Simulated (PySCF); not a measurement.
AgF, SMILES [F][Ag], multiplicity 1.

Geometry: B3LYP-D3(BJ)/def2-TZVPD. The spin state was assumed, not searched. The def2 effective core potentials stand for the cores of Ag; spin–orbit coupling is left out.

These are TDA-PBE/def2-TZVPD (PySCF) values and carry that method's errors.

Vertical excitations; the highest root listed may be one member of a degenerate set. Gas-phase values at a fixed geometry. State labels are in the subgroup C2v.

Computed lowest excited states:
```
state  symmetry  energy (eV)  λ (nm)      f                                              main pairs
-----  --------  -----------  ------  -----  ------------------------------------------------------
S1           B2         2.54     489  0.007                              HOMO→LUMO (degenerate set)
S2           B1         2.54     489  0.007                            HOMO−1→LUMO (degenerate set)
S3           A1         3.27     379  0.028                                        HOMO−2→LUMO 93 %
S4           A2         4.11     302  0.000                            HOMO−3→LUMO (degenerate set)
S5           A1         4.11     302  0.000                            HOMO−4→LUMO (degenerate set)
S6           B2         4.64     267  0.002                            HOMO−5→LUMO (degenerate set)
S7           B1         4.64     267  0.002                            HOMO−6→LUMO (degenerate set)
S8           A1         5.94     209  0.015  HOMO−7→LUMO 49 %, HOMO→LUMO+2 25 %, HOMO−1→LUMO+1 25 %
S9           A2         5.99     207  0.000                    HOMO→LUMO+1 50 %, HOMO−1→LUMO+2 50 %
S10          A2         6.00     206  0.000                    HOMO−1→LUMO+2 50 %, HOMO→LUMO+1 50 %
T1           A1         2.13     582      0                                       HOMO−2→LUMO 100 %
T2           B2         2.14     580      0                              HOMO→LUMO (degenerate set)
T3           B1         2.14     580      0                            HOMO−1→LUMO (degenerate set)
T4           A2         3.77     329      0                                       HOMO−3→LUMO 100 %
```
Triplets are in the Tamm–Dancoff approximation.
